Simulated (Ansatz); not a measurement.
`CS[Si](F)(F)F`, relaxed with RKS PBE-D4/def2-SVP in Ansatz 0.2.0 from a rough embedded geometry. The force threshold is 0.03 eV/Å; the program also tests the step.

Charge 0, multiplicity 1.

Start:

```xyz
9

C    -0.270    0.952    1.258
S     0.130   -0.777    1.008
Si    0.237   -0.975   -1.142
F    -1.126   -0.640   -1.721
F     0.590   -2.515   -1.496
F     1.405   -0.015   -1.678
H    -0.340    1.187    2.274
H    -1.195    1.170    0.717
H     0.569    1.614    0.779
```

Q: How much energy does the relaxation release, and in how many steps? (Best estimate.)

A: The calculation gave: 0.52 eV, in 4 steps.

Q: Which bonds change most? (Best estimate.)

A: The calculation gave: Si3–F4 from 1.518 to 1.620 Å; C1–H9 from 1.172 to 1.106 Å; C1–H7 from 1.045 to 1.105 Å; S2–Si3 from 2.162 to 2.103 Å.

Q: Give the relaxed structure. (Best estimate.)

A: Ansatz gave: 
```xyz
9

C    -0.247    0.942    1.170
S     0.151   -0.859    1.070
Si    0.248   -0.972   -1.028
F    -1.142   -0.545   -1.740
F     0.608   -2.482   -1.468
F     1.358    0.028   -1.652
H    -0.318    1.176    2.247
H    -1.217    1.160    0.685
H     0.558    1.550    0.717
```
